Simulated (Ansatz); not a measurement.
Computed with Ansatz on PBE0-D4/def2-TZVP structures; ΔE is electronic, products minus reactants. CBS: MP2 limit from def2 TZ/QZ plus the TZ coupled-cluster correction, frozen cores. This one scheme is used for every species. Functionals use def2-TZVPP. Each species was taken in one conformer, which may not be the lowest.

Reaction (ligand exchange at the Si–C bond): `C[SiH](F)F` + `C=C[SiH2]O` → `C=C[SiH2]O[SiH](F)F` + CH₄

```json
{"level": "ωB97M-V", "ΔE (kJ/mol)": "-134.7"}
{"level": "HF/def2-QZVPP", "ΔE (kJ/mol)": "-155.6"}
```

(1) What does CCSD(T)/CBS give? (An estimate is asked.)

Largest T1 diagnostic among the species: 0.012.

Results:

(1) Computed: -138.4 kJ/mol. The listed levels differ from it by 3.7, -17.2 kJ/mol.

The D4 term adds −7.4 kJ/mol with B3LYP and −4.6 kJ/mol with PBE0; it sums over pairs of atoms, weighted by their polarisabilities, and B3LYP, whose exchange is more repulsive, gets the larger term. From PBE to PBE0 (25 % exact exchange), in def2-TZVPP and without D4, ΔE moves by −6.2 kJ/mol. In def2-TZVPP, CCSD(T) changes the Hartree–Fock value by +14.8 kJ/mol (the triples alone add +1.8 kJ/mol) and MP2 by +14.1 kJ/mol.

B3LYP here is the variant with VWN-RPA as its local correlation; programs differ in this.
